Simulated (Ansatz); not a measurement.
Species: HfI2, net charge 0, singlet state. SMILES: [I][Hf][I]
Structure (B3LYP-D3(BJ)/def2-TZVP (Ansatz, a first-principles code) minimum search):
```xyz
3

Hf     0.0000     0.0000     0.0000
I      0.0000     0.0000     2.6967
I      0.0000     0.0000    -2.6967
```
Charge 0, spin multiplicity 1.

**Question.** Give the harmonic wavenumbers at B3LYP-D3(BJ)/def2-TZVP (Ansatz, finite differences of forces, unscaled).

**Answer.** 16, 16, 154, 216 cm⁻¹. Zero-point energy 0.6 kcal/mol.
